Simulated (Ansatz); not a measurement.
Computed with Ansatz on PBE0-D4/def2-TZVP structures; ΔE is electronic, products minus reactants. CCSD(T)/CBS is the MP2 limit (def2-TZVPP, def2-QZVPP) plus CCSD(T) − MP2 in def2-TZVPP, frozen cores. This one scheme is used for every species. DFT in def2-TZVPP. B3LYP here is the variant with VWN-RPA as its local correlation; programs differ in this. HSE06 is defined as in plane-wave codes. For Ga outer-core shells are correlated without core-valence functions, which leaves a few kJ/mol of doubt a bond. Scalar relativity is left out up to krypton. One conformer a species, not always the lowest.

`C[CH](C)[Ga]([CH3])[Cl]` + H₂ → `[CH3][GaH][Cl]` + `CCC`  (hydrogenolysis of a Ga–C bond)

`C[CH](C)[Ga]([CH3])[Cl]`:

Z-matrix (Å, degrees):
```
C
C 1 1.524
H 1 1.096 2 110.9
H 1 1.094 2 111.6 3 -119.0
H 1 1.093 2 112.5 3 120.2
C 2 1.525 1 112.1 3 57.1
Ga 2 1.979 1 112.1 3 -176.2
H 2 1.098 1 108.6 3 -62.0
H 6 1.095 2 111.6 1 60.1
H 6 1.096 2 110.7 1 -58.8
H 6 1.092 2 112.0 1 -179.3
C 7 1.958 2 132.6 1 9.0
Cl 7 2.177 2 113.8 1 -171.7
H 12 1.093 7 109.4 2 117.4
H 12 1.091 7 112.3 2 -3.7
H 12 1.092 7 109.5 2 -125.1
```

H₂:

Cartesian coordinates in Å:
```
H 0.151 -0.056 -0.337
H -0.151 0.056 0.337
```

`[CH3][GaH][Cl]`:

```xyz
7

C     0.073   -0.763    0.576
Ga   -0.128    0.658   -0.747
Cl    0.230    2.670   -0.046
H    -0.847   -1.348    0.644
H     0.310   -0.351    1.556
H     0.873   -1.444    0.273
H    -0.510    0.579   -2.257
```

`CCC`:

```xyz
11

C    -1.225    0.223    0.317
C     0.276    0.134    0.532
C     1.021   -0.323   -0.711
H    -1.640   -0.748    0.031
H    -1.466    0.930   -0.483
H    -1.744    0.554    1.220
H     0.659    1.111    0.849
H     0.487   -0.554    1.358
H     2.098   -0.381   -0.538
H     0.854    0.366   -1.544
H     0.681   -1.312   -1.031
```

```csv
level,ΔE (kJ/mol),difference from CCSD(T)/CBS
LDA (SPW92),-37.5,-6.5
PBE-D4,-34.0,-3.0
revPBE-D4,-29.0,2.0
BLYP-D4,-32.4,-1.4
r2SCAN-D4,-38.6,-7.6
B97M-V,-55.6,-24.6
PBE0-D4,-40.2,-9.2
B3LYP-D4,-39.0,-8.0
r2SCANh-D4,-40.3,-9.3
HSE06-D4,-40.4,-9.4
BHLYP-D4,-46.3,-15.3
ωB97X-V,-43.7,-12.7
ωB97M-V,-41.4,-10.4
B2PLYP,-46.7,-15.7
PBE-QIDH,-42.8,-11.8
revPBE,-49.7,-18.7
BLYP,-54.0,-23.0
r2SCAN,-42.0,-11.0
PBE0,-50.4,-19.4
B3LYP,-56.7,-25.7
r2SCANh,-44.1,-13.1
r2SCAN0,-47.1,-16.1
HSE06,-50.2,-19.2
BHLYP,-62.5,-31.5
CAM-B3LYP,-56.9,-25.9
LC-ωPBE,-51.7,-20.7
RPA@PBE/def2-TZVPP,-35.3,-4.3
HF/def2-SVP,-81.1,-50.1
MP2/def2-SVP,-40.3,-9.3
CCSD/def2-SVP,-53.5,-22.5
CCSD(T)/def2-SVP,-48.0,-17.0
HF/def2-TZVPP,-78.2,-47.2
MP2/def2-TZVPP,-26.8,4.2
SCS-MP2/def2-TZVPP,-36.6,-5.6
CCSD(T)/def2-TZVPP,-35.8,-4.8
HF/def2-QZVPP,-79.2,-48.2
MP2/def2-QZVPP,-24.4,6.6
HF/CBS(def2),-79.4,-48.4
MP2/CBS(def2),-22.0,9.0
CCSD/CBS(def2),-38.3,-7.3
CCSD(T)/CBS,-31.0,0
```

Largest T1 diagnostic among the species: 0.011.

At CCSD(T), def2-SVP lies −17.0 kJ/mol from the extrapolated value and def2-TZVPP −4.8 kJ/mol. From PBE to PBE0 (25 % exact exchange), in def2-TZVPP and without D4, ΔE moves by −5.2 kJ/mol.
